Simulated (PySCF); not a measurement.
[Cd(Br)2], neutral singlet in the gas phase. 

Cartesian coordinates (Å):
```xyz
3

Cd     0.0000     0.0000     0.0000
Br     2.2970    -0.1386     0.7485
Br    -2.2970     0.1386    -0.7485
```
Charge 0, spin multiplicity 1.

All levels are single points at this geometry (PBE-D3(BJ)/def2-SVP); Pople sets use spherical d functions. Orbital energies aren't observables, and empty levels follow the basis.

B3LYP-D3(BJ)/def2-TZVP in PySCF gives gap (eV) = 5.41.

Estimate the gap (eV) from each of these levels: PBE-D3(BJ)/def2-TZVP in PySCF; TPSSh-D3(BJ)/def2-TZVP in PySCF; B3LYP/LANL2DZ in PySCF; M06-2X/6-31G* (LANL2DZ on Cd) in PySCF; HF/6-31G* (LANL2DZ on Cd) in PySCF.


| level | gap (eV) |
|---|---|
| PBE-D3(BJ)/def2-TZVP in PySCF | 3.90 |
| TPSSh-D3(BJ)/def2-TZVP in PySCF | 4.95 |
| B3LYP/LANL2DZ in PySCF | 5.32 |
| M06-2X/6-31G* (LANL2DZ on Cd) in PySCF | 7.79 |
| HF/6-31G* (LANL2DZ on Cd) in PySCF | 11.84 |
